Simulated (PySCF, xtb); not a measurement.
Hf(Cl)2(SH)2 (Cl2H2HfS2), SMILES [SH][Hf]([SH])([Cl])[Cl], multiplicity 1.

GFN2-xTB in xtb at its own geometry gives an orbital gap of 1.81 eV and a dipole moment of 1.46 D.

Coordinates come from a PBE-D3(BJ)/def2-SVP optimisation. The multiplicity is an assumed one; no other spin state was optimised. The structure was generated by enumeration; whether it is a known compound was not checked. The def2 effective core potentials stand for the cores of Hf; spin–orbit coupling is left out. One conformer was computed; it need not be the lowest.

Task: What does PySCF with ωB97X/def2-TZVP give? (An estimate is asked for; the answer gives what the named calculation found.)

Result: gap 10.29 eV (levels -10.45 and -0.16 eV), dipole 0.79 D.
